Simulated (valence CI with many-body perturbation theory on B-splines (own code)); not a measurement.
Results of a calculation; reference values are marked as such.
**Level structure of Pt⁵⁺**

Level of theory: configuration interaction combined with many-body perturbation theory (CI+MBPT): five valence electrons over a frozen Dirac-Fock core [Xe] 4f14, a basis of 7 s, 7 p, 8 d, 6 f, 4 g, 1 h functions for each j, with the one-electron correlation potential Σ1 (screened to all orders), the two-electron term Σ2, the three-electron term Σ3, Breit, model QED; selected single and double excitations, second order for the rest (own B-spline code, finite nucleus).

No measured spectrum was set against this ion. As an estimate, terms of the open shell hold to 2 to 4 % of their energy, and close levels can change places; different configurations can be misplaced against each other by 1,000 to 8,000 cm⁻¹. Among the levels kept, up to 2100 cm⁻¹ of a level comes from second order outside the variational space, and about a tenth of that is noise between levels of different J, which matters for small intervals.

Levels 136 to 180 of 219, with energies above the lowest level, (5d3/2^3 5d5/2^2) J=5/2 [a]. "Leading %" is the weight of the configuration and term that name the level; weights of strongly mixed levels are sums over their largest components and can fall short. In the jj column 3d3/2^4 stands for four electrons in 3d with j = 3/2.

| No. | Configuration | Term | J | E (cm⁻¹) | Leading % | Leading jj | Second component | g |
| --- | --- | --- | --- | --- | --- | --- | --- | --- |
| 136 | 5d4 6p | 6D° | 7/2 | 233290 | 35 | 5d3/2 5d5/2^3 6p1/2 (27 %) | 10 % 5d4 6p 4F° | 1.288 |
| 137 | 5d4 6p | 2F° | 7/2 | 233320 | 29 | 5d3/2^2 5d5/2^2 6p1/2 (61 %) | 15 % 5d4 6p 4G° | 1.068 |
| 138 | 5d4 6p | 4D° | 3/2 | 233370 | 24 | 5d3/2^2 5d5/2^2 6p1/2 (50 %) | 18 % 5d4 6p 4F° | 1.216 |
| 139 | 5d4 6p | 4D° | 1/2 | 234070 | 65 | 5d3/2^3 5d5/2 6p3/2 (43 %) | 9 % 5d4 6p 2P° | 0.491 |
| 140 | 5d4 6p | 4D° | 5/2 | 235540 | 26 | 5d3/2^2 5d5/2^2 6p1/2 (52 %) | 14 % 5d4 6p 4F° | 1.233 |
| 141 | 5d4 6p | 4G° | 9/2 | 236220 | 19 | 5d3/2 5d5/2^3 6p1/2 (47 %) | 18 % 5d4 6p 4I° | 1.135 |
| 142 | 5d4 6p | 4F° | 7/2 | 237070 | 40 | 5d3/2^2 5d5/2^2 6p1/2 (30 %) | 12 % 5d4 6p 2F° | 1.228 |
| 143 | 5d4 6p | 4D° | 3/2 | 237840 | 40 | 5d3/2^2 5d5/2^2 6p3/2 (43 %) | 16 % 5d4 6p 4P° | 1.226 |
| 144 | 5d4 6p | 4G° | 5/2 | 238040 | 22 | 5d3/2^2 5d5/2^2 6p1/2 (40 %) | 12 % 5d4 6p 2F° | 1.036 |
| 145 | 5d4 6p | 4F° | 9/2 | 238180 | 34 | 5d3/2^3 5d5/2 6p3/2 (61 %) | 18 % 5d4 6p 4G° | 1.247 |
| 146 | 5d4 6p | 4D° | 7/2 | 238230 | 31 | 5d3/2^3 5d5/2 6p3/2 (71 %) | 14 % 5d4 6p 2F° | 1.185 |
| 147 | 5d4 6p | 4P° | 5/2 | 239180 | 23 | 5d3/2 5d5/2^3 6p1/2 (62 %) | 15 % 5d4 6p 4F° | 1.195 |
| 148 | 5d4 6p | 4G° | 7/2 | 239900 | 35 | 5d3/2 5d5/2^3 6p1/2 (63 %) | 20 % 5d4 6p 4H° | 1.034 |
| 149 | 5d4 6p | 4F° | 3/2 | 241260 | 37 | 5d3/2 5d5/2^3 6p1/2 (34 %) | 25 % 5d4 6p 4D° | 0.901 |
| 150 | 5d4 6p | 4I° | 11/2 | 241640 | 30 | 5d3/2 5d5/2^3 6p1/2 (57 %) | 24 % 5d4 6p 4G° | 1.097 |
| 151 | 5d4 6p | 4D° | 5/2 | 241840 | 35 | 5d3/2^3 5d5/2 6p3/2 (35 %) | 12 % 5d4 6p 4G° | 1.133 |
| 152 | 5d4 6p | 4F° | 9/2 | 242050 | 42 | 5d3/2 5d5/2^3 6p1/2 (42 %) | 28 % 5d4 6p 4H° | 1.164 |
| 153 | 5d4 6p | 2I° | 11/2 | 243410 | 37 | 5d3/2 5d5/2^3 6p1/2 (38 %) | 31 % 5d4 6p 4H° | 1.098 |
| 154 | 5d4 6p | 4G° | 9/2 | 244020 | 38 | 5d3/2^2 5d5/2^2 6p3/2 (36 %) | 28 % 5d4 6p 4F° | 1.192 |
| 155 | 5d4 6p | 2D° | 3/2 | 244120 | 42 | 5d3/2^2 5d5/2^2 6p1/2 (47 %) | 12 % 5d4 6p 4S° | 1.175 |
| 156 | 5d4 6p | 2K° | 13/2 | 244130 | 46 | 5d3/2 5d5/2^3 6p1/2 (71 %) | 19 % 5d4 6p 4I° | 1.047 |
| 157 | 5d4 6p | 4G° | 5/2 | 244330 | 24 | 5d3/2^2 5d5/2^2 6p3/2 (40 %) | 14 % 5d4 6p 4F° | 1.108 |
| 158 | 5d4 6p | 4D° | 1/2 | 244360 | 56 | 5d3/2 5d5/2^3 6p1/2 (70 %) | 17 % 5d4 6p 2P° | 0.562 |
| 159 | 5d4 6p | 4F° | 3/2 | 245170 | 30 | 5d3/2^2 5d5/2^2 6p3/2 (47 %) | 17 % 5d4 6p 4P° | 1.240 |
| 160 | 5d4 6p | 4D° | 7/2 | 245300 | 34 | 5d3/2^2 5d5/2^2 6p3/2 (68 %) | 19 % 5d4 6p 4H° | 1.114 |
| 161 | 5d4 6p | 4H° | 11/2 | 245830 | 39 | 5d3/2 5d5/2^3 6p1/2 (48 %) | 20 % 5d4 6p 2H° | 1.080 |
| 162 | 5d4 6p | 4H° | 9/2 | 247100 | 25 | 5d3/2^2 5d5/2^2 6p3/2 (43 %) | 22 % 5d4 6p 4G° | 1.100 |
| 163 | 5d4 6p | 4D° | 5/2 | 247150 | 28 | 5d3/2^2 5d5/2^2 6p3/2 (38 %) | 9 % 5d4 6p 2F° | 1.075 |
| 164 | 5d4 6p | 2F° | 7/2 | 247940 | 31 | 5d3/2^2 5d5/2^2 6p3/2 (42 %) | 18 % 5d4 6p 4F° | 1.117 |
| 165 | 5d4 6p | 4G° | 5/2 | 248510 | 28 | 5d3/2 5d5/2^3 6p1/2 (26 %) | 18 % 5d4 6p 2F° | 1.018 |
| 166 | 5d4 6p | 4F° | 3/2 | 248560 | 42 | 5d3/2^2 5d5/2^2 6p3/2 (47 %) | 24 % 5d4 6p 4D° | 0.904 |
| 167 | 5d4 6p | 2G° | 7/2 | 248890 | 38 | 5d3/2^2 5d5/2^2 6p3/2 (34 %) | 14 % 5d4 6p 4F° | 1.072 |
| 168 | 5d4 6p | 4D° | 1/2 | 249300 | 35 | 5d3/2^2 5d5/2^2 6p3/2 (47 %) | 22 % 5d4 6p 2P° | 1.035 |
| 169 | 5d4 6p | 4P° | 3/2 | 249580 | 37 | 5d3/2 5d5/2^3 6p1/2 (44 %) | 14 % 5d4 6p 4F° | 1.305 |
| 170 | 5d4 6p | 4I° | 13/2 | 249670 | 38 | 5d3/2^2 5d5/2^2 6p3/2 (88 %) | 37 % 5d4 6p 4H° | 1.136 |
| 171 | 5d4 6p | 2I° | 11/2 | 250040 | 27 | 5d3/2^2 5d5/2^2 6p3/2 (61 %) | 22 % 5d4 6p 4G° | 1.102 |
| 172 | 5d4 6p | 4P° | 5/2 | 250360 | 35 | 5d3/2^2 5d5/2^2 6p3/2 (63 %) | 24 % 5d4 6p 4D° | 1.360 |
| 173 | 5d4 6p | 2F° | 7/2 | 250630 | 23 | 5d3/2^2 5d5/2^2 6p3/2 (35 %) | 9 % 5d4 6p 2G° | 1.098 |
| 174 | 5d4 6p | 4D° | 3/2 | 250850 | 29 | 5d3/2^2 5d5/2^2 6p3/2 (54 %) | 23 % 5d4 6p 4F° | 1.037 |
| 175 | 5d4 6p | 4D° | 1/2 | 250930 | 75 | 5d3/2^2 5d5/2^2 6p3/2 (69 %) | 8 % 5d4 6p 2P° | 0.354 |
| 176 | 5d4 6p | 2H° | 9/2 | 251290 | 43 | 5d3/2 5d5/2^3 6p1/2 (25 %) | 12 % 5d4 6p 4F° | 1.064 |
| 177 | 5d4 6p | 4I° | 15/2 | 251340 | 71 | 5d3/2^2 5d5/2^2 6p3/2 (87 %) | 27 % 5d4 6p 2K° | 1.164 |
| 178 | 5d3 6s2 | 4F | 3/2 | 251540 | 75 | 5d3/2^3 6s^2 (74 %) | 17 % 5d3 6s2 2D | 0.507 |
| 179 | 5d4 6p | 2G° | 7/2 | 252010 | 35 | 5d3/2 5d5/2^3 6p1/2 (41 %) | 19 % 5d4 6p 4G° | 1.049 |
| 180 | 5d4 6p | 2I° | 13/2 | 252240 | 63 | 5d3/2^2 5d5/2^2 6p3/2 (72 %) | 31 % 5d4 6p 4H° | 1.126 |

Where two levels of one J and parity lie close, their mixing, g and order are uncertain.
